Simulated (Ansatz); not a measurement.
Born–Oppenheimer molecular dynamics of Cl₂H₂OSi (6 atoms, charge 0, multiplicity 1). It starts at the highest image of a converged band. Of that band: Neighbouring images differ by up to 2.3 eV, so the band resolves the path poorly. A vibrational analysis at the climbing image gives one clearly imaginary mode, 771i cm⁻¹: a first-order saddle point.

All numbers below come from RKS BLYP-D4/def2-SVP in Ansatz.

```json
{
 "ensemble": "NVE (velocity Verlet)",
 "time step": "0.5 fs",
 "steps asked": "200",
 "starting velocities drawn for": "300 K",
 "seed": "5929"
}
```

First frame:

```xyz
6
Properties=species:S:1:pos:R:3
Si -0.486 0.148 0.364
H 0.679 0.141 1.473
Cl 2.133 -0.191 0.690
Cl -0.698 1.707 -0.994
O -0.942 -1.212 -0.489
H -0.799 -2.063 -0.029
```

Question: How far do the bonds stretch over the last three quarters of this one trajectory? (Pairs bonded in most of those frames.)

Answer: 
```tsv
bond	mean (Å)	spread (Å)	shortest	longest
Si1–Cl4	2.140	0.016	2.12	2.17
Si1–O5	1.699	0.027	1.66	1.74
H2–Cl3	1.312	0.027	1.27	1.37
O5–H6	0.981	0.009	0.96	1.00
```

Mean temperature of the second half: 959 K. The conserved energy stayed within 0.042 meV per atom of its start (net change 0.029 meV per atom), so the integration is sound. The kinetic energy rose, since the run started high on the potential surface and went downhill. It ends in pieces (ClH + ClHOSi), so much of that is their flight and rotation, not heat. A run of 0.1 ps of so small a system gives no equilibrium averages. The orbitals stay closed-shell, which can raise the energy where a bond breaks towards radicals; this wasn't checked here.

The run took 5.6 min on 1 thread of Arm Neoverse V2, with other jobs on the host, peak memory 0.15 GiB.
